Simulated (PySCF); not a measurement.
PbI₂, SMILES [Pb]([I])[I] (connectivity only; charge and spin as stated), neutral, multiplicity 1.

The structure is a stationary point at PBE0-D3(BJ)/def2-SVP. The isomer is the one that the SMILES or the coordinates give; other isomers of the formula were not compared. The def2 effective core potentials stand for the cores of I, Pb; spin–orbit coupling is left out.

Calculation: TDA-PBE/def2-SVPD (PySCF).

Vertical excitations.  State labels are in the subgroup C2v.

```json
[
 {"state": "S1", "symmetry": "A2", "energy (eV)": "2.32", "λ (nm)": "535", "f": "0.000", "main pairs": "HOMO→LUMO 100 %"},
 {"state": "S2", "symmetry": "B1", "energy (eV)": "2.51", "λ (nm)": "493", "f": "0.000", "main pairs": "HOMO−1→LUMO 99 %"},
 {"state": "S3", "symmetry": "B2", "energy (eV)": "2.98", "λ (nm)": "415", "f": "0.048", "main pairs": "HOMO−2→LUMO 88 %"},
 {"state": "S4", "symmetry": "B1", "energy (eV)": "3.49", "λ (nm)": "355", "f": "0.004", "main pairs": "HOMO−4→LUMO 98 %"},
 {"state": "S5", "symmetry": "A1", "energy (eV)": "3.52", "λ (nm)": "353", "f": "0.013", "main pairs": "HOMO−3→LUMO 88 %"},
 {"state": "S6", "symmetry": "A2", "energy (eV)": "4.02", "λ (nm)": "308", "f": "0.000", "main pairs": "HOMO−5→LUMO 99 %"},
 {"state": "S7", "symmetry": "B2", "energy (eV)": "4.05", "λ (nm)": "306", "f": "0.037", "main pairs": "HOMO→LUMO+1 83 %"},
 {"state": "S8", "symmetry": "A1", "energy (eV)": "4.07", "λ (nm)": "305", "f": "0.013", "main pairs": "HOMO−1→LUMO+1 91 %"},
 {"state": "S9", "symmetry": "A2", "energy (eV)": "4.11", "λ (nm)": "302", "f": "0.000", "main pairs": "HOMO−2→LUMO+1 99 %"},
 {"state": "S10", "symmetry": "A1", "energy (eV)": "4.34", "λ (nm)": "285", "f": "0.012", "main pairs": "HOMO→LUMO+2 94 %"},
 {"state": "T1", "symmetry": "A2", "energy (eV)": "2.21", "λ (nm)": "561", "f": "0", "main pairs": "HOMO→LUMO 100 %"},
 {"state": "T2", "symmetry": "B1", "energy (eV)": "2.29", "λ (nm)": "540", "f": "0", "main pairs": "HOMO−1→LUMO 99 %"},
 {"state": "T3", "symmetry": "B2", "energy (eV)": "2.40", "λ (nm)": "517", "f": "0", "main pairs": "HOMO−2→LUMO 100 %"},
 {"state": "T4", "symmetry": "A1", "energy (eV)": "2.69", "λ (nm)": "461", "f": "0", "main pairs": "HOMO−3→LUMO 100 %"}
]
```
Triplets are in the Tamm–Dancoff approximation.
